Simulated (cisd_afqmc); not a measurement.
Input (AFQMC/HF/def2-TZVPP; cisd_afqmc is a phaseless AFQMC code with CISD trial states that reads the integrals written by Ansatz):

Ansatz 0.2 input:
```python
import cisd_afqmc

open("ham.yaml", "w").write("""\
crystal:
  periodic: [false, false, false]
  atoms:
    - {symbol: Sb, position_ang: [0.00020347, -0.00057521, 0.05360724]}
    - {symbol: H, position_ang: [-0.91134945, -1.07727245, -0.91954118]}
    - {symbol: H, position_ang: [-0.49094307, 1.33948235, -0.89520480]}
    - {symbol: H, position_ang: [1.39191538, -0.23287408, -0.91922302]}
basis:
  gaussian:
    orbitals: def2-TZVPP
magnetization: {spin_polarized: false}
correlation: {method: ccsd, electrons: outside_noble_gas, hamiltonian_folder: ham}
""")
rep = cisd_afqmc.ansatz("ham.yaml")
e_ccsd = rep["correlation"]["coupled_cluster"]["energy"]["hartree"]
out = cisd_afqmc.run("ham", e_ccsd, trial="HF", walkers=100, populations=8, threads=8, dt=0.005, steps=40, early=36, settle=10, least=32,
    cut=5e-5, rank_cut=2e-4, target=0.0004, seconds=1500, seed=3, memory=17280, gpu=False)
```

Output:

```
orbitals 83, occupied [4], factors 447 of 680, rank of the doubles 1 of 316
E(HF) = -240.980328
E(CCSD) on the cut factors = -241.148496, shift to the whole factors -0.000010
Energy of the trial state on the determinant = -240.980328
  tau behind 10.8 of longer steps, mean of the populations' last blocks
   2.0  -241.15256
   4.0  -241.15763
   6.0  -241.16277
   8.0  -241.15745
  10.0  -241.15608
  12.0  -241.15789
  14.0  -241.15942
  16.0  -241.15763
  18.0  -241.15744
  20.0  -241.15361
  22.0  -241.15352
  24.0  -241.15594
  26.0  -241.15046
  28.0  -241.15392
  30.0  -241.15423
  32.0  -241.15516
  34.0  -241.15549
  36.0  -241.15033
  38.0  -241.15120
  40.0  -241.15514
  42.0  -241.15314
  44.0  -241.15224
  46.0  -241.15560
  48.0  -241.15327
  50.0  -241.15475
  52.0  -241.14930
  54.0  -241.15528
  56.0  -241.15797
  58.0  -241.16112
  60.0  -241.15962
  62.0  -241.15598
  64.0  -241.15912
  66.0  -241.15604
  68.0  -241.15166
  70.0  -241.15358
  72.0  -241.15431
  74.0  -241.15054
  76.0  -241.15233
  78.0  -241.15713
  80.0  -241.15493
  82.0  -241.15472
  84.0  -241.16085
  86.0  -241.15977
  88.0  -241.15936
  90.0  -241.15432
  92.0  -241.15362
  94.0  -241.15498
  96.0  -241.15681
  98.0  -241.15302
 100.0  -241.15224
 102.0  -241.15641
 104.0  -241.16011
 106.0  -241.15430
blocks 4391 (1 outliers left out), error by blocks joined: 1: 0.00017, 2: 0.00022, 4: 0.00028, 8: 0.00034, 16: 0.00040
E(AFQMC/HF) = -241.15548 +/- 0.00040
```
